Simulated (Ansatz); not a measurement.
Basis-set series for C2H5FZn (`FC[CH2][ZnH]`). Charge 0, multiplicity 1. The structure was optimised at the PBE0-D4/def2-TZVP level. It is one conformer, not always the lowest.

| atom | x (Å) | y (Å) | z (Å) |
| --- | --- | --- | --- |
| F1 | 0.5611 | 1.1492 | -1.0526 |
| C2 | -0.3979 | 1.0072 | -0.0112 |
| C3 | -0.3148 | -0.3705 | 0.5791 |
| Zn4 | 0.9630 | -1.3646 | -0.5451 |
| H5 | -0.1666 | 1.8050 | 0.6977 |
| H6 | -1.3627 | 1.2126 | -0.4792 |
| H7 | 0.0507 | -0.3566 | 1.6087 |
| H8 | -1.2836 | -0.8749 | 0.5791 |
| H9 | 1.9509 | -2.2073 | -1.3766 |

```
functional       basis  functions  energy (Eh)  HOMO (eV)  LUMO (eV)
   PBE0-D4    def2-SVP         98  -1957.60117      -7.34       0.97
   PBE0-D4  def2-QZVPP        421  -1958.12294      -7.50      -0.33
   ωB97M-V    def2-SVP         98  -1957.86392      -9.51       2.27
   ωB97M-V  def2-QZVPP        421  -1958.39152      -9.70       0.73
```

Question: Give the rows for def2-TZVPP. (An estimate is asked.)

Answer: Computed: 
| functional | basis | functions | energy (Eh) | HOMO (eV) | LUMO (eV) |
| --- | --- | --- | --- | --- | --- |
| PBE0-D4 | def2-TZVPP | 227 | -1958.06998 | -7.50 | -0.25 |
| ωB97M-V | def2-TZVPP | 227 | -1958.34010 | -9.69 | 1.04 |

Positive LUMOs are unbound and depend on the basis. Scalar relativity is left out up to krypton.
